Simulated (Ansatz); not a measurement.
Two members of one family ((KH)n), computed with Ansatz in the gas phase. The two geometries come from different levels. Binding counts from free atoms in the multiplicity of their measured ground term, without zero-point energy. The structures are stationary points that may keep the symmetry of their start.

First: (KH)3 ring (singlet, charge 0, r2SCAN-D4/def2-TZVP geometry).

Cartesian coordinates in Å:
```
K -0.681 2.271 -0.809
H 1.685 1.711 -0.379
K 2.418 -0.508 0.418
H 0.661 -2.204 0.786
K -1.737 -1.764 0.390
H -2.346 0.493 -0.407
```

```json
{"level": "LDA (SPW92)/def2-TZVP", "HOMO (eV)": "-3.70", "LUMO (eV)": "-0.67", "gap (eV)": "3.03", "binding per atom (eV)": "1.50"}
{"level": "B97M-V/def2-TZVP", "HOMO (eV)": "-3.86", "LUMO (eV)": "-0.53", "gap (eV)": "3.33", "binding per atom (eV)": "1.50"}
{"level": "PBE0-D4/def2-SVP", "HOMO (eV)": "-4.54", "LUMO (eV)": "-0.24", "gap (eV)": "4.30", "binding per atom (eV)": "1.35"}
{"level": "PBE0-D4/def2-TZVP", "HOMO (eV)": "-4.57", "LUMO (eV)": "-0.20", "gap (eV)": "4.38", "binding per atom (eV)": "1.36"}
{"level": "CAM-B3LYP-D4/def2-TZVP", "HOMO (eV)": "-5.90", "LUMO (eV)": "0.17", "gap (eV)": "6.08", "binding per atom (eV)": "1.46"}
```

Second: (KH)4 cube (singlet, charge 0, PBE0-D4/def2-SVP geometry).

Cartesian coordinates in Å:
```
K 0.1173 -2.2245 0.6154
H -1.9137 -0.6059 0.9624
K -1.7398 0.2948 -1.4925
H 0.3516 -1.2517 -1.8071
K 1.9872 0.6290 -0.9986
H 1.6759 -0.2847 1.4377
K -0.3650 1.3004 1.8756
H -0.1134 2.1426 -0.5928
```

Estimate how these quantities change from the first to the second (second minus first).


```tsv
level	Δ HOMO (eV)	Δ LUMO (eV)	Δ gap (eV)	Δ binding per atom (eV)
LDA (SPW92)/def2-TZVP	-0.03	0.04	0.07	0.13
B97M-V/def2-TZVP	-0.06	0.04	0.10	0.11
PBE0-D4/def2-SVP	0.00	0.08	0.08	0.11
PBE0-D4/def2-TZVP	-0.04	0.05	0.10	0.11
CAM-B3LYP-D4/def2-TZVP	-0.05	0.05	0.10	0.11
```
